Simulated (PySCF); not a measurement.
## Telling isomers of C$_{3}$H$_{5}$F$_{3}$O$_{2}$Si apart by NMR

Theoretical values (PySCF): GFN2-xTB geometry, σ from GIAO-PBE0/pcSseg-1. Equivalent nuclei averaged, one conformer, gas phase, relativity neglected.

Chemical shifts δ = σref − σ; ¹H and ¹³C vs TMS, all at this level. Splittings of carbon signals by F and P are missing where no couplings were computed. Where no couplings were computed, multiplicities follow the n + 1 count of equivalent neighbours, and m marks all less simple cases (inequivalent or close neighbours, rings, F or P nearby). Shifts are as computed. Against solution values, carbons near 30 ppm lie about +3 ppm off and those near 130 ppm about +5 ppm. Of 1211 compounds with measured shifts, 218 miss one by over three times the rms of a fit or turn the order of signals round; such compounds aren't used in these exercises. OH and NH positions are gas-phase values without hydrogen bonding to other molecules.

(1) Tabulate the signals of `O=C(CC(F)(F)F)O[SiH3]`, `C=C(O[SiH2]O)C(F)(F)F` and their relative energies.

(2) What is the quickest way to tell O=C(CC(F)(F)F)O[SiH3] from C=C(O[SiH2]O)C(F)(F)F?

Answers

(1) 
```json
{"SMILES": "O=C(CC(F)(F)F)O[SiH3]", "carbon types": "2×C 1×CH2", "δC": "170.2, 133.2, 45.6", "δH": "4.92 (s, 3H), 3.19 (m, 2H)", "E rel. (kcal/mol)": "0.7"}
{"SMILES": "C=C(O[SiH2]O)C(F)(F)F", "carbon types": "2×C 1×CH2", "δC": "154.5, 129.2, 97.1", "δH": "5.25 (m, 1H), 5.18 (s, 2H), 4.48 (m, 1H), 1.92 (br s, 1H)", "E rel. (kcal/mol)": "0.0"}
```

Energies are electronic energies at PBE0/pcSseg-1 on these geometries, without zero-point or thermal terms, each for the one conformer computed, which needn't be the lowest.

(2) Both give the same number of carbon signals, with the same numbers of each carbon type, so the positions decide. The first has an sp3 CH2 α to a carbonyl at 45.6 ppm, the second a β carbon of an enol-ether or enamine type C=C (CH2) at 97.1 ppm. Their most deshielded carbons lie at 170.2 and 154.5 ppm.
